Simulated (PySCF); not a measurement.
## Worked example for MnMe2: ionisation energy to the septet cation

Structure: `[CH3][Mn][CH3]` (C2H6Mn). The parent is a sextet.

Level of theory: B3LYP-D3(BJ)/ma-def2-SVP single points in PySCF, grid level 2; every species was optimised with PBE-D3(BJ)/def2-SVP. The prefix ma- adds one diffuse s and one diffuse p function on all atoms but H. Zero-point energies come from unscaled GFN2-xTB harmonic frequencies. These were taken at the GFN2-xTB minima.

```jsonl
{"state": "parent", "structure": "parent", "E / Eh": "-1230.630839"}
{"state": "septet cation", "structure": "parent", "E / Eh": "-1230.314918"}
{"state": "septet cation", "structure": "septet cation", "E / Eh": "-1230.330992"}
{"state": "parent", "structure": "septet cation", "E / Eh": "-1230.620811"}
```

Zero-point energy of the septet cation less that of the parent: -0.085 eV. 1 Eh = 27.2114 eV.

**Question.** Work out the vertical and adiabatic ionisation energy.

**Answer.** Vertical: (-1230.314918) − (-1230.630839) = 0.315921 Eh = 8.60 eV. Adiabatic: 0.299847 Eh = 8.159 eV, and 8.07 eV with zero-point energy.

**Question.** And the inner reorganisation energy of self-exchange?

**Answer.** The septet cation relaxes by 437.4 meV and the parent by 272.9 meV, so λ = 710 meV.

Note: thermal terms of C2H6Mn come from a GFN2-xTB structure of other bonding; ma-def2-SVP is a small basis, whose errors can reach tens of kJ/mol; spin-orbit coupling is left out of the energies, which matters for open shells on the heavier atoms.
